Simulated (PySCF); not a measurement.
Sn(F)(Cl)2(OMe) (CH₃Cl₂FOSn), SMILES C[O][Sn]([F])([Cl])[Cl].

The structure is a stationary point at B3LYP-D3(BJ)/def2-SVP. The structure was generated by enumeration; whether it is a known compound was not checked. The def2 effective core potentials stand for the cores of Sn; spin–orbit coupling is left out. The values are those of a single conformer.

Level of theory: CAM-B3LYP/def2-TZVP in PySCF.

Gas-phase values at a fixed geometry.

```yaml
total_energy: -1349.86967 hartree
highest_occupied_level: -10.32 eV
lowest_empty_level: -2.22 eV
orbital_gap: 8.10 eV
dipole_moment: 0.407 e·Å
quadrupole, principal values (traceless, Buckingham form, about the centre of nuclear charge): -6.60, -2.82, 9.41 D·Å
mean_static_polarisability: 75.7 bohr³ (11.22 Å³)
polarisability_principal_values: 61.1, 77.5, 88.5 bohr³
```
